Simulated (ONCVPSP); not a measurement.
## zinc: excitation energies, all-electron against ONCV

```json
{
 "Element": "Zn (Z = 30)",
 "Generator": "ONCVPSP 4.0.1",
 "Type": "optimised norm-conserving Vanderbilt (ONCV)",
 "Functional": "LDA (Perdew-Wang 92)",
 "Relativity": "scalar-relativistic",
 "Frozen core": "[Ne]",
 "Valence charge": "20",
 "Reference configuration": "3s2 3p6 3d10 4s2",
 "Partial waves": "3s+4s: rc 1.25 bohr, ncon 3, nbas 6, qcut 9.8 1/bohr, 3 projectors, debl 3.9 Ha; 3p: rc 0.70 bohr, ncon 4, nbas 7, qcut 10.3 1/bohr, 2 projectors, debl 1.2 Ha; 3d: rc 1.15 bohr, ncon 4, nbas 9, qcut 12.9 1/bohr, 2 projectors, debl 3.3 Ha",
 "Local potential": "polynomial inside 0.60 bohr (lpopt 5, dvloc0 6 Ha)",
 "Core correction": "Teter function, parameters optimised by the program"
}
```

In the p channel the program set the typed energies aside and used -3.060, 0.250 Ha.

Energies are relative to the spin-unpolarised reference configuration 3s2 3p6 3d10 4s2; without spin polarisation the order of configurations can differ from experiment.

```tsv
valence configuration	charge	ΔE all-electron (eV)	error AE − PS (meV)
3s2 3p6 3d10 4s1	+1	10.184	+0.1
3s2 3p6 3d10 4s0	+2	28.947	+2.7
3s2 3p6 3d8 4s0	+4	131.999	+90
```

Question: What are ΔE and the potential's error for 3s2 3p6 3d9 4s0?

Answer: ΔE = 69.844 eV all-electron; the error (AE − PS) is -3.8 meV.

Levels in the configuration 3s2 3p6 3d9 4s0:

```json
{"level": "3s", "all-electron (eV)": "-170.534", "pseudo (eV)": "-170.616"}
{"level": "3p", "all-electron (eV)": "-124.991", "pseudo (eV)": "-125.018"}
{"level": "3d", "all-electron (eV)": "-51.071", "pseudo (eV)": "-51.044"}
```
